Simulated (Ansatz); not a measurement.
Consider the ligand exchange at the Si–O bond: `F[SiH](F)O[SiH3]` + `[SiH3][NH][AlH][Cl]` → `[SiH3][N]([SiH3])[AlH][Cl]` + `O[SiH](F)F`.

Isolated molecules relaxed with PBE0-D4/def2-TZVP in Ansatz; ΔE leaves out vibrations. CCSD(T)/CBS is the MP2 limit (def2-TZVPP, def2-QZVPP) plus CCSD(T) − MP2 in def2-TZVPP, frozen cores. Functionals use def2-TZVPP. One conformer a species, not always the lowest.

CCSD(T)/CBS gives +0.49 eV.

**Question.** Another level gave +0.50 eV. Which?
A. BLYP/def2-TZVPP
B. ωB97X-V/def2-TZVPP
C. revPBE-D4/def2-TZVPP
D. BHLYP-D4/def2-TZVPP

**Answer.** B. ωB97X-V 0.50, BLYP 0.62, revPBE-D4 0.38, BHLYP-D4 0.57 eV.

Largest T1 diagnostic among the species: 0.012.

Leaving LDA and LC-ωPBE aside and taking each functional with its dispersion term where it has one, the values, not all of them listed here, spread over 0.19 eV, from revPBE-D4 to CAM-B3LYP-D4. LDA lies −0.08 eV from PBE without D4. In def2-TZVPP, CCSD(T) changes the Hartree–Fock value by −0.26 eV (the triples alone add −0.04 eV) and MP2 by −0.27 eV. The D4 term adds −0.09 eV with B3LYP and −0.05 eV with PBE0; it sums over pairs of atoms, weighted by their polarisabilities, and B3LYP, whose exchange is more repulsive, gets the larger term.

B3LYP here is the variant with VWN-RPA as its local correlation; programs differ in this.
